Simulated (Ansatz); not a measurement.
# Worked example: a bond strength in CH5AlO2 (SMILES C[Al](O)O)

CH5AlO2 has 9 atoms, charge 0, and is taken as a singlet. SMILES: `C[Al](O)O`. The shape was relaxed beforehand at r2SCAN/def2-SVP. This is one conformer, not always the lowest.

| atom | x (Å) | y (Å) | z (Å) |
| --- | --- | --- | --- |
| C | -0.0269 | 1.1054 | -1.0302 |
| Al | -0.0028 | -0.3076 | 0.2898 |
| O | 0.9629 | -1.6802 | -0.0132 |
| O | -0.9404 | -0.1263 | 1.7030 |
| H | -0.2236 | 0.7101 | -2.0406 |
| H | -0.7877 | 1.8694 | -0.8068 |
| H | 0.9512 | 1.6137 | -1.0801 |
| H | 1.0952 | -2.4583 | 0.5318 |
| H | -1.0280 | -0.7264 | 2.4463 |

Wanted: the dissociation energy of the O3–Al2 bond into doublet OH and doublet CH4AlO (shapes relaxed at r2SCAN/def2-SVP, no zero-point term). 1 Eh = 2625.50 kJ/mol = 27.2114 eV. Totals in Eh; open shells run unrestricted unless said.

```tsv
level	program	CH5AlO2	doublet OH	doublet CH4AlO
r2SCAN/def2-SVP	Ansatz	-433.759284	-75.629767	-357.926052
B3LYP/def2-SVP	Ansatz	-433.909103	-75.667427	-358.037861
B2PLYP/def2-SVP, 8 core orbitals frozen	Ansatz	-433.587791	-75.602810	-357.778706
```

Work out the dissociation energy at each level.


1. r2SCAN/def2-SVP: (-75.629767) + (-357.926052) − (-433.759284) = 0.203465 Eh = 534.2 kJ/mol = 5.54 eV.
2. B3LYP/def2-SVP: (-75.667427) + (-358.037861) − (-433.909103) = 0.203815 Eh = 535.1 kJ/mol = 5.55 eV.
3. B2PLYP/def2-SVP: (-75.602810) + (-357.778706) − (-433.587791) = 0.206275 Eh = 541.6 kJ/mol = 5.61 eV.

The levels span 534 to 542 kJ/mol; no measured value is set beside them. A bond enthalpy at 298 K also holds the loss of zero-point energy and thermal terms.
